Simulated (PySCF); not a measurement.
Molecule: SMILES CCCO[C-](C#N)C#N, [C₆H₇N₂O]-.

Cartesian coordinates in Å; atom numbers follow the order of the lines, from 1:
```xyz
16

C    -2.264    0.328   -0.421
C    -1.488   -0.467    0.621
C    -0.008   -0.088    0.619
O     0.559   -0.450   -0.611
C     1.945   -0.106   -0.706
C     2.887   -0.992   -0.249
N     3.686   -1.757    0.120
C     2.295    1.161   -1.100
N     2.586    2.233   -1.454
H    -2.240    1.391   -0.184
H    -1.802    0.185   -1.394
H    -3.303    0.003   -0.468
H    -1.567   -1.534    0.399
H    -1.899   -0.290    1.620
H     0.099    0.999    0.789
H     0.508   -0.606    1.448
```

Total charge -1.

Frames of a GFN2-xTB Langevin trajectory at 400 K; GIAO PBE0/pcSseg-1 shieldings in PySCF 2.14, gas phase, non-relativistic; equivalent atoms averaged within each frame.

Scale: ¹³C (σ = 186.93 ppm), ¹H (σ = 31.72 ppm) against TMS; ¹⁷O (σ = 336.08 ppm) against H2O; ¹⁵N (σ = 267.73 ppm) against NH3 (reference shieldings calculated alike). The references are static minima.

Problem. How do the shifts (ppm) fluctuate along the trajectory?

Solution. 
| time (fs) | C6/C8 | C3 | C5 | C2 | C1 | O4 | N7/N9 | H15/H16 | H10/H11/H12 | H13/H14 |
| --- | --- | --- | --- | --- | --- | --- | --- | --- | --- | --- |
| 250 | 134.5 | 76.3 | 73.3 | 20.0 | 14.8 | 21.1 | 339.2 | 3.37 | 1.22 | -0.26 |
| 425 | 137.6 | 78.2 | 68.3 | 38.1 | 17.0 | 13.7 | 343.8 | 3.85 | 1.24 | 2.26 |
| 625 | 137.8 | 70.5 | 72.2 | 24.9 | 17.5 | 31.8 | 352.2 | 3.76 | 1.60 | 1.40 |
| 800 | 135.9 | 91.3 | 79.2 | 32.6 | 13.8 | 28.0 | 349.1 | 4.91 | 0.71 | 1.51 |
| 1000 | 137.9 | 78.0 | 93.4 | 29.2 | 8.4 | 10.3 | 371.7 | 4.11 | 0.98 | 1.39 |
| mean of frames | 136.7 | 78.9 | 77.3 | 28.9 | 14.3 | 21.0 | 351.2 | 4.00 | 1.15 | 1.26 |
| standard deviation | 1.5 | 7.7 | 9.8 | 7.0 | 3.6 | 9.2 | 12.5 | 0.57 | 0.33 | 0.92 |

5 frames give an uncertainty of the mean of about the standard deviation over 2.2 at best, since frames this close in time may not be independent; classical motion lacks zero-point vibration, and the reference would need the same averaging.
